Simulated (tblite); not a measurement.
C₇H₉O₂ (doublet state).
Geometry (GFN2-xTB, Å), atoms numbered from 1 in this order:
```
atom  x, y, z in Å
C1     2.5596   -0.4520    0.0042
C2     1.4086    0.4471    0.3334
O3     1.4213    1.2761    1.2059
C4     0.1660    0.2003   -0.5220
C5    -0.8863    1.3038   -0.3954
C6    -2.1220    0.6393    0.0705
C7    -1.8979   -0.7721    0.4288
C8    -0.4946   -1.0865   -0.0225
O9     0.0346   -2.1655   -0.0036
H10    3.3530   -0.3372    0.7377
H11    2.9445   -0.2081   -0.9841
H12    2.2092   -1.4838   -0.0163
H13    0.4884    0.0268   -1.5509
H14   -1.0364    1.8443   -1.3360
H15   -0.5365    2.0479    0.3374
H16   -3.0491    1.1547    0.2219
H17   -2.6094   -1.4678   -0.0318
H18   -1.9618   -0.9609    1.5112
```

All values are computed: GFN2-xTB (tblite) harmonic vibrations without scaling, gas phase. Against measured fundamentals such values can be off by several per cent, at times by over 20. One conformer, not necessarily the lowest. Open shells enter through the occupations alone, without spin polarisation, and single modes of such species can be off by tens of per cent.

Harmonic wavenumbers (cm⁻¹): 46.8, 74.3, 115.1, 169.0, 183.9, 256.3, 319.6, 357.2, 453.0, 474.8, 565.0, 579.7, 606.3, 681.8, 754.7, 849.1, 873.5, 937.8, 975.3, 985.4, 1014.2, 1031.4, 1044.5, 1091.6, 1101.7, 1118.3, 1147.3, 1154.8, 1242.1, 1257.3, 1286.9, 1317.7, 1369.7, 1391.9, 1442.2, 1443.4, 1451.9, 1766.8, 1788.8, 2837.4, 2842.1, 2911.3, 2921.4, 2961.8, 3010.9, 3025.2, 3058.2, 3164.2.

A = 2503, B = 1538, C = 1097 MHz; mass 125.060 u (most abundant isotopes); point group C1, symmetry number 1; spin multiplicity 2.

Task: What is the zero-point energy?

Result: Half the sum of the wavenumbers: 30727 cm⁻¹ = 87.85 kcal/mol.

Task: Give the ideal-gas entropy at 298.15 K and 1 bar in the rigid-rotor, harmonic-oscillator model (classical rotation).

Result: Translation 40.41, rotation 28.72, vibration 25.95, spin (R ln 2) 1.38: S = 96.5 cal/(mol K).

Task: And Cp and H(298.15 K) − H(0)?

Result: Cp = 35.88 cal/(mol K), of which vibrations give 27.93 (their classical limit is 48 R = 95.4); H(298.15 K) − H(0) = 6.47 kcal/mol without the zero-point energy, 4.10 from vibrations.

Task: Which modes carry the vibrational entropy at 298.15 K?

Result: 46.8 cm⁻¹: 4.95; 74.3 cm⁻¹: 4.04; 115.1 cm⁻¹: 3.18; 169.0 cm⁻¹: 2.45; 183.9 cm⁻¹: 2.29; 256.3 cm⁻¹: 1.69 cal/(mol K); the other 42 give 7.37 together.

Task: What must be added to the electronic energy to get the Gibbs energy at 298.15 K and 1 bar?

Result: ZPE + [H(298.15 K) − H(0)] − T·S = 87.85 + 6.47 − 28.76 = 65.56 kcal/mol.

Hindered rotation and anharmonicity are outside this model. Other conformers, if any are populated, would add a mixing term that is left out. The structure is chiral; the term R ln 2 for an equal mix with its mirror image is left out.

The run took 1.8 s on one thread of an Intel Xeon at 2.50 GHz, shared host with 64 logical CPUs at a one-minute load of 58. The figure is for the frequency step alone.
